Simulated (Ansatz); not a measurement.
F₃Si, doublet, at a GFN2-xTB geometry. Base run: CCSD/aug-cc-pVDZ (Ansatz, a quantum-chemistry and plane-wave program).

The Ansatz input:
Ansatz 0.2 input:
```yaml
crystal:
  periodic: [false, false, false]
  atoms:
    - {symbol: F, position_ang: [1.45897544, 0.00611585, -0.16670084]}
    - {symbol: Si, position_ang: [-0.01625899, -0.01100853, 0.42782874]}
    - {symbol: F, position_ang: [-0.71842192, 1.26220476, -0.21712895]}
    - {symbol: F, position_ang: [-0.71526175, -1.25119624, -0.28168158]}
basis:
  gaussian:
    orbitals: aug-cc-pVDZ
magnetization: {spin_polarized: true, initial_magnetization: 1}
correlation: {method: ccsd}
```

Each row names what was changed in the base input (with any setting that the change needs).

| change | ΔE vs base (mEh) | MP2 correlation (Eh) | CC correlation without the perturbative part (Eh) | basis functions | core-seconds (rough) |
|---|---|---|---|---|---|
| base | 0.000 | -0.68774 | -0.69335 | 96 | 9 |
| method = ccsd_t | -16.302 | -0.68774 | -0.69335 | 96 | 30 |
| electrons = all | -17.164 | -0.70570 | -0.71052 | 96 | 20 |
| diis_vectors = 2 | 0.000 | -0.68774 | -0.69335 | 96 | 10 |
| method = bccd_t | -16.722 | -0.68774 | -0.69112 | 96 | 30 |
| method = mp2 | 5.611 | -0.68774 | - | 96 | 2 |
| method = bccd | 2.235 | -0.68774 | -0.69112 | 96 | 20 |
| reference functional = pbe0 | 4.972 | - | -0.71339 | 96 | 10 |
| fitting = cc-pVTZ-JKFIT (mean field), cc-pVTZ-RIFIT (correlation) | -0.004 | -0.68781 | -0.69349 | 96 | 8 |
| lower_state_search = off | 0.000 | -0.68774 | -0.69335 | 96 | 9 |
